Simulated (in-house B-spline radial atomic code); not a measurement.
## How G0W0 and RPA depend on the start: Ca

Configuration [Ar] 4s2. Computed with a B-spline radial code for spherical atoms: all electrons, non-relativistic, point nucleus, each spin shell either full or empty, empty states to l = 9 with an (l + 1/2)⁻⁴ tail; G0W0 by contour deformation at full frequency.

```csv
start,mean-field 4s (eV),G0W0 (eV),QP weight,RPA correlation (Eh)
Hartree-Fock,-5.321,-6.178,0.934,-1.073
LDA VWN5,-3.848,-6.120,0.759,-1.2563
PBE,-3.753,-6.096,0.740,-1.2526
PBE0,-4.317,-6.207,0.854,-1.1962
r2SCAN,-3.818,-6.224,0.820,-1.2231
HSE06,-3.969,-6.148,0.797,-1.2081
B3LYP (VWN-RPA),-4.194,-6.159,0.833,-1.2083
SCAN,-3.827,-6.225,0.824,-1.2223
TPSS,-3.773,-6.134,0.756,-1.2399
BHandHLYP,-4.727,-6.181,0.894,-1.1512
CAM-B3LYP,-5.148,?,?,?
LC-wPBE,-5.955,-6.204,0.938,-1.1536
wB97X,-5.908,?,?,?
PBEsol,-3.751,-6.112,0.746,-1.2534
BLYP,-3.600,-5.998,0.701,-1.2543
r2SCAN0,-4.343,-6.240,0.871,-1.1791
```

(1) What G0W0 level, weight and RPA correlation energy follow from the wB97X start?

(2) What G0W0 level, weight and RPA correlation energy follow from the CAM-B3LYP start?

(3) How much of the dependence on the start does G0W0 remove?

Results:

(1) G0W0 level -6.172 eV, weight 0.937, RPA correlation -1.152 hartree.

(2) G0W0 level -6.187 eV, weight 0.911, RPA correlation -1.171 hartree.

(3) The mean-field levels span 2.35 eV and the G0W0 levels 0.242 eV. Against 6.113 eV (NIST, measured) the G0W0 removal energies are off by -0.12 to +0.13 eV, with relativity, Breit and QED terms left out.
